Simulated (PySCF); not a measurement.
PySCF input for TiOF, SMILES [F][Ti]=[O] (connectivity only; charge and spin as stated), neutral, multiplicity 2, PBE0-D3(BJ)/def2-TZVP. Geometry: PBE0-D3(BJ)/def2-TZVP. The multiplicity is an assumed one; other spin states were not compared.

```python
import numpy as np
from pyscf import gto, scf, dft, df
from pyscf.hessian import thermo

mol = gto.M(
    atom='''
    Ti    0.34100763    0.10884795    0.00000000
    O    -0.51799533    1.47565383    0.00000000
    F    -0.37313391   -1.57776506    0.00000000
    ''',
    basis='def2-TZVP',
    charge=0,
    spin=1,
    max_memory=1600,
    verbose=3,
)
mf = dft.UKS(mol, xc='pbe0').density_fit(auxbasis='def2-universal-jkfit')
mf.disp = 'd3bj'
mf.grids.level = 3
mf.conv_tol = 1e-11
mf.max_cycle = 100
mf.kernel()
fine, coarse = mf.grids, dft.Grids(mol).set(level=1).build(with_non0tab=True)
for _ in range(3):  # follow internal instabilities
    mf.grids = coarse
    mo, _, stable, _ = mf.stability(return_status=True, nroots=4)
    mf.grids = fine
    if stable:
        break
    mf.kernel(mf.make_rdm1(mo, mf.mo_occ))

# [left out here: the lines that compute and print the analytic Hessian (its translational invariance restored by hand, since the grid's response is missing), thermochemistry and intensities]
```

Output:

```

WARN: HOMO -0.166369133958103 >= LUMO -0.166369133958099

converged SCF energy = -1024.30614617284  <S^2> = 0.75661638  2S+1 = 2.0066055
<class 'pyscf.df.df_jk.DFUKS'> wavefunction is stable in the internal stability analysis

WARN: DFTD3 does not support analytical Hessian, using finite difference


WARN: Mole.unit (angstrom) is changed to Bohr

Mode                                 0                   1                   2
Irrep
Freq [cm^-1]                      130.3745            654.8563           1050.1949
Reduced mass [au]                  20.2026             22.9129             19.3401
Force const [Dyne/A]                0.2023              5.7893             12.5675
Char temp [K]                     187.5799            942.1924           1510.9966
Normal mode                   x     y     z       x     y     z       x     y     z
       0  Ti                 0.07  0.00  0.00   -0.05 -0.06  0.00    0.04 -0.06 -0.00
       1   O                -0.11 -0.12  0.00    0.03 -0.01  0.00   -0.12  0.18  0.00
       2   F                -0.08  0.10 -0.00    0.09  0.17 -0.00   -0.00  0.00  0.00
temperature 298.1500 [K]
pressure 101325.00 [Pa]
Rotational constants [GHz] 40.47724 6.11165 5.30991
Symmetry number 1
Zero-point energy (ZPE) 0.00418 [Eh]   10978.283 [J/mol]
                           tot       elec      trans        rot        vib
Entropy [J/mol/K]       280.057      5.763    163.836     96.311     14.147
Cv [J/mol/K]             38.192      0.000     12.472     12.472     13.248
Cp [J/mol/K]             46.506      0.000     20.786     12.472     13.248
Internal energy [J/mol]                      3718.434   3718.434  13185.289
Internal energy [Eh]   -1024.29829  -1024.30615
Enthalpy [J/mol]                             6197.391   3718.434  13185.289
Enthalpy [Eh]          -1024.29735
Gibbs free energy [J/mol]                  -42650.265 -24996.734   8967.383
Gibbs free energy [Eh] -1024.32915
mode   freq/cm-1   IR/(km/mol)
   1      130.37        29.513
   2      654.86       154.482
   3     1050.19       297.475
max |gradient| / (hartree/bohr): 9.779576237327057e-05
APT charges: [ 1.8492 -1.0748 -0.7776]
```

Self-consistency was reached.

Cost: roughly 100 core-seconds.
